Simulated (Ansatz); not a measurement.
Reaction (cleavage of the Si–Si bond): `N[SiH2][SiH](N)O` + H–F → `N[SiH](O)F` + `N[SiH3]`

Isolated molecules relaxed with PBE0-D4/def2-TZVP in Ansatz; ΔE leaves out vibrations. CCSD(T)/CBS adds triple-zeta CCSD(T) − MP2 to the extrapolated MP2 energy (def2 sets, frozen cores). This one scheme is used for every species. DFT in def2-TZVPP. Each species was taken in one conformer, which may not be the lowest.

| species | B2PLYP energy (Eh) |
| --- | --- |
| `N[SiH2][SiH](N)O` | -768.35805 |
| H–F | -100.43758 |
| `N[SiH](O)F` | -521.73476 |
| `N[SiH3]` | -347.13338 |

**Question.** Work out ΔE.

**Answer.** ΔE = (-521.73476) + (-347.13338) − (-768.35805) − (-100.43758) = -0.07251 Eh = -190.4 kJ/mol. CCSD(T)/CBS gives -178.3 kJ/mol.

Largest T1 diagnostic among the species: 0.012.

Leaving LDA and LC-ωPBE aside and taking each functional with its dispersion term where it has one, the values, not all of them listed here, spread over 40.2 kJ/mol, from B2PLYP to revPBE-D4. The D4 term adds +12.4 kJ/mol with B3LYP and +7.2 kJ/mol with PBE0; it sums over pairs of atoms, weighted by their polarisabilities, and B3LYP, whose exchange is more repulsive, gets the larger term. From PBE to PBE0 (25 % exact exchange), in def2-TZVPP and without D4, ΔE moves by −8.4 kJ/mol.

B3LYP here is the variant with VWN-RPA as its local correlation; programs differ in this.
